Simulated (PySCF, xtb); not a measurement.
C2H6BClO2, SMILES CCOB(O)Cl.

GFN2-xTB (xtb) at its own geometry gives an orbital gap of 6.70 eV and a dipole moment of 3.30 D.

Coordinates come from a PBE-D3(BJ)/def2-SVP optimisation. Other conformers were not sampled.

### Question
What does PBE/def2-TZVP run with PySCF give? (The exact figures need the calculation; the answer reports its results.)

### Answer
gap 7.07 eV (levels -7.23 and -0.16 eV), dipole 1.95 D.
